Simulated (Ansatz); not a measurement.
`C[SiH2][SiH2][AsH2]`, relaxed with RKS PBE0-D4/def2-TZVP in Ansatz 0.2.0 from a PBE-D4/def2-SVP geometry. The force threshold is 0.005 eV/Å; the program also tests the step.

Charge 0, multiplicity 1.

Start:

```xyz
13

C     1.598    0.600   -1.290
Si    1.012   -0.856   -0.225
Si   -1.284   -0.637    0.243
As   -1.628    1.509    1.264
H     1.052    0.621   -2.254
H     1.415    1.561   -0.771
H     2.681    0.523   -1.507
H     1.766   -0.885    1.082
H     1.262   -2.168   -0.927
H    -2.066   -0.634   -1.047
H    -1.791   -1.775    1.092
H    -3.033    1.117    1.763
H    -0.983    1.024    2.578
```

| step | energy (eV) | largest force (eV/Å) | largest move (Å) |
| --- | --- | --- | --- |
| 1 | -77766.3610 | 0.478 | 0.000 |
| 2 | -77766.3975 | 0.128 | 0.031 |
| 3 | -77766.3997 | 0.040 | 0.025 |
| 4 | -77766.4006 | 0.017 | 0.017 |
| 5 | -77766.4006 | 0.002 | 0.008 |

End:

```xyz
13

C     1.590    0.593   -1.282
Si    1.003   -0.845   -0.229
Si   -1.279   -0.636    0.240
As   -1.624    1.480    1.260
H     1.063    0.613   -2.238
H     1.407    1.543   -0.775
H     2.661    0.514   -1.484
H     1.745   -0.874    1.063
H     1.258   -2.139   -0.924
H    -2.061   -0.629   -1.029
H    -1.774   -1.760    1.081
H    -3.016    1.114    1.757
H    -0.972    1.025    2.559
```

It took 24 s on 4 threads of an Arm Neoverse V2 on a shared host, with 0.67 GiB of host memory at the peak.
